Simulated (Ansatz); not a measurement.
Consider the isomerisation: `CB(C)O[SiH3]` → `B[SiH2]COC`.

Gas-phase electronic energies from Ansatz, PBE0-D4/def2-TZVP geometries. CBS: MP2 limit from def2 TZ/QZ plus the TZ coupled-cluster correction, frozen cores. DFT in def2-TZVPP. Each species was taken in one conformer, which may not be the lowest.

Is it downhill or uphill in electronic energy at CCSD(T)/CBS, and by how much? (Best estimate.)

The calculation gave: Uphill: ΔE = +461.8 kJ/mol.

What do these levels give: r2SCAN, PBE0, HF/def2-TZVPP, CCSD/def2-TZVPP, SCS-MP2/def2-QZVPP, HF/CBS(def2)? (Estimate.)

The calculation gave: r2SCAN 462.2, PBE0 447.1, HF/def2-TZVPP 461.7, CCSD/def2-TZVPP 459.1, SCS-MP2/def2-QZVPP 468.1, HF/CBS(def2) 463.5 kJ/mol.

Largest T1 diagnostic among the species: 0.011.

From PBE to PBE0 (25 % exact exchange), in def2-TZVPP and without D4, ΔE moves by +10.6 kJ/mol. The D4 term adds +3.0 kJ/mol with B3LYP and +1.7 kJ/mol with PBE0; it sums over pairs of atoms, weighted by their polarisabilities, and B3LYP, whose exchange is more repulsive, gets the larger term.

B3LYP here is the variant with VWN-RPA as its local correlation; programs differ in this.
